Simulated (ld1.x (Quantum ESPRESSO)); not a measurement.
**Building the RRKJ potential for Sr (Z = 38) (PBE, fully relativistic).**

* Element: Sr
* Generator: ld1.x (Quantum ESPRESSO) 7.5
* Type: norm-conserving RRKJ (Kleinman–Bylander form)
* Functional: PBE
* Relativity: fully relativistic
* Frozen core: [Ar] 3d10 4s2
* Valence charge: 8
* Reference configuration: 4p6 4d0 5s2 5p0
* Partial waves: 4p (bound): rc 2.20 bohr; 4d (bound, empty): rc 2.40 bohr; 5s (bound): rc 3.90 bohr
* Local potential: the s channel
* Core correction: a·sin(br)/r model core inside 1.05 bohr
* rho0: 0.02

Open shells are filled in proportion to 2j + 1 (rel_dist='average').

All-electron outer shells of the reference configuration (PBE, scalar-relativistic, ld1.x):

```json
{"shell": "3d", "level (eV)": "-128.02", "outermost node (bohr)": "–", "outermost maximum (bohr)": "0.38"}
{"shell": "4s", "level (eV)": "-40.90", "outermost node (bohr)": "0.59", "outermost maximum (bohr)": "1.19"}
{"shell": "4p", "level (eV)": "-22.82", "outermost node (bohr)": "0.61", "outermost maximum (bohr)": "1.33"}
{"shell": "5s", "level (eV)": "-3.53", "outermost node (bohr)": "1.65", "outermost maximum (bohr)": "3.72"}
{"shell": "5p", "level (eV)": "-1.28", "outermost node (bohr)": "1.96", "outermost maximum (bohr)": "4.83"}
{"shell": "4d", "level (eV)": "-1.28", "outermost node (bohr)": "0.65", "outermost maximum (bohr)": "2.12"}
```

Question: Does the generator finish with these settings?

Answer: Yes, a potential is produced.

Question: Estimate the cutoffs (Ry, on a coarse ladder) from which the occupation-weighted sum of valence levels, in a spherical-Bessel basis at the reference potential, stays within 10 and 1 mRy of its value at 400 Ry.

Answer: 15 Ry and 30 Ry.

Question: Does the potential have ghost states?

Answer: No extra level below or beside the all-electron valence levels (p1/2, p3/2, d3/2, d5/2, s, f tested).

Question: Which valence shell sets the plane-wave cutoff?

Answer: 4p: its level needs 18 Ry to come within 1 mRy, against 6 Ry for 5s.

Question: Tests: 4p6 4d0 5s1 5p0; 4p6 4d0 5s0 5p0; 4p6 4d0 5s1.5 5p0; 4p6 4d0.5 5s1.5 5p0; 4p6 4d0 5s0 5p2; 4p6 4d0 5s1 5p1; 4p5 4d0 5s2 5p0. Which has the largest error in its energy relative to the reference configuration, and how large is it?

Answer: 4p6 4d0 5s0 5p2, with -747 meV (all-electron minus pseudo) on +4.70 eV.
